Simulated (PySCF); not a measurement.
C5H10Se.
Atom-mapped SMILES: `[CH2:1]=[C:2]([CH3:3])[C@H:4]([CH3:5])[SeH:6]` (hydrogens: H7, H8 on C1; H9, H10, H11 on C3; H12 on C4; H13, H14, H15 on C5; H16 on Se6)

Method used: PBE0-D3(BJ)/def2-SVP geometry optimisation, gas phase in PySCF.

(1) List the bond lengths, angles and torsions at this level.

Results:

(1) 
| bond | length (Å) | order |
| --- | --- | --- |
| C1=C2 | 1.339 | double |
| C2–C3 | 1.500 | single |
| C2–C4 | 1.508 | single |
| C4–C5 | 1.516 | single |
| C4–Se6 | 1.991 | single |
| C1–H7 | 1.093 | single |
| C1–H8 | 1.092 | single |
| C3–H9, C3–H10, C3–H11 | 1.101 | single |
| C4–H12 | 1.101 | single |
| C5–H13, C5–H14, C5–H15 | 1.100 | single |
| Se6–H16 | 1.473 | single |

Bonds in one row agree within 0.01 Å and their mean is given. Orders are formal, as drawn. A selection of angles:
| angle | degrees |
| --- | --- |
| C2–C1–H7 | 120.7 |
| C2–C1–H8 | 122.4 |
| H7–C1–H8 | 116.9 |
| C1–C2–C3 | 122.1 |
| C1–C2–C4 | 122.2 |
| C3–C2–C4 | 115.6 |
| C2–C3–H9 | 111.7 |
| H9–C3–H10 | 108.7 |
| H9–C3–H11 | 108.2 |
| C2–C4–C5 | 116.1 |
| C2–C4–Se6 | 106.6 |
| C2–C4–H12 | 107.9 |
| C5–C4–Se6 | 111.1 |
| C5–C4–H12 | 110.0 |
| Se6–C4–H12 | 104.4 |
| C4–C5–H13 | 111.5 |
| C4–C5–H14 | 110.3 |
| H13–C5–H14 | 108.5 |
| C4–Se6–H16 | 95.0 |

Dihedral angles: C1–C2–C4–C5 22° (synperiplanar); H16–Se6–C4–C2 -157° (antiperiplanar).

The C–C distances run from 1.339 Å (C1=C2, drawn double) to 1.516 Å (C4–C5, drawn single), a spread of 0.177 Å. Of the pairs four or more bonds apart, C5···H8 is among the closest relative to their van der Waals radii: 2.61 Å, 90 % of the sum of Bondi's values.

Point group: C1 (no symmetry element, even within 0.4 Å). PBE0-D3(BJ)/def2-SVP frequencies: not computed here. The numbers are those of one conformer (C1–C2–C4–C5 22°, C2–C4–Se6–H -157°).
